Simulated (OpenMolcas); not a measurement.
What dynamic correlation does to the levels of W3+

* Program: OpenMolcas 26.06
* Basis: ANO-RCC-VQZP [9s8p6d4f3g2h]
* Scalar Hamiltonian: DKH2, point nucleus
* Active space: 9 electrons in 8 orbitals (RAS1 5p, at most 2 holes; RAS2 5d)
* State averaging: 2S+1 = 4 even, 10 roots; 2S+1 = 2 even, 40 roots
* Spin-orbit coupling: RASSI with atomic mean-field integrals over the reference wave functions, term energies averaged over their components

Methods on the same reference wave functions:
A. RASSCF
B. SS-RASPT2, IPEA 0.25 Eh, imaginary shift 0.1 Eh (closed shells correlated: 5s)
C. MS-RASPT2, IPEA 0.25 Eh, imaginary shift 0.1 Eh (closed shells correlated: 5s)

Energies in cm-1 above 5d3 4F 3/2, the measured ground level; measured values from the list in J. Phys. B 45, 035001 (2012).

```tsv
Level	A	B	C	Measured
5d3 4F 3/2	0.0	0.0	0.0	0.0
5d3 4F 5/2	3662	3940	3940	3537
5d3 4F 7/2	7201	7350	7340	6745
5d3 4F 9/2 [69 %]	10221	9900	9900	9256
5d3 2G 7/2	18377	16150	16150	15261
5d3 2H 9/2 [52 %]	19303	17080	17080	
5d3 4P 5/2	19396	18290	18300	17190
5d3 2H 11/2	26361	23290	23290	22223
5d3 2D 5/2(1)	27214	24860	24840	22766
5d3 2G 9/2 [50 %]	28144	25620	25620	
5d3 2F 7/2	35064	30440	30430	28412
5d3 2F 5/2	35070	30380	30370	27938
5d3 2D 5/2(2)	51010	46030	46050	43287
5d3 2D 3/2(2)	51331	46230	46210
```

Deviations, from unrounded energies. A percentage is the sum of absolute deviations over the sum of measured energies, with the sign that they share, or ± where signs differ.

```tsv
Against measurement	Levels	A	B	C
mean absolute deviation (cm-1)	10	3700	1400	1400
fine structure of the ground term (%)	3	+7.9	+8.4	+8.4
other terms of the ground configuration (%)	7	+20.0	+7.0	+7.0
```

B, C lie about equally close to measurement and A furthest from it. The largest miss of C in the table is 5d3 2D 5/2(2), by +2800 cm-1. The ranking rests on the paired levels alone, and a cruder setting can come out closer through cancelling errors.

Between B and C the level of the table that moves most is 5d3 2D 5/2(1), by 23 cm-1 (lowest in C, highest in B). Moves below CASPT2's spread within the term are not significant.

The two smallest mean deviations differ by little beside CASPT2's spread within terms, so their order carries little weight.

From A to B the spin-free energies of the other terms of 5d3 shown, above 4F, scale by factors of 0.78 to 0.88, as is usual when dynamic correlation screens the repulsion within a d or f shell.

The lowest spin-free term lies below A's lowest term by 0.239 hartree in B, 0.239 hartree in C.

CASPT2 breaks the degeneracy within a term, and the mean is taken; among the terms shown or strongly mixed into the levels shown the widest spread is 780 cm-1 (5d3 4F, C). Over all roots computed the reference weight is 0.91 to 0.96 in B, 0.91 to 0.96 in C; the roots of lowest weight are the least certain, and an intruder state may touch them. Active for correlation alone: 5p; no level in the range computed is led by a configuration that opens it, so any true level of that kind is missing. The CASPT2 spread within a term exceeds the gap to the next term for 5d3 4P and 5d3 2G, so the order of their levels is uncertain (figures for B; the like holds for C). Without dynamic correlation excited terms often stand tens of per cent too high (terms of higher spin than the ground term too low), and those without a measured partner can miss by more than the paired ones (holds for A). Some levels mix across a computed gap that differs much from the measured one, so their mixing is not that of the real levels (holds for A). Measured partners are found by configuration, term and J. A level has none where our copy of the source lacks it or the pairing is in doubt (some pairs that miss far off the trend of their configuration count as doubtful), and it then counts in no deviation. Levels of configurations outside the active space are missing. The table leaves out levels that lie high or whose names do not pair safely across all columns.

A share in square brackets marks a mixed level and gives the weight of the term that names it, the lowest over the columns. A number in round brackets counts repeated terms of one configuration in the order of the reference energies.
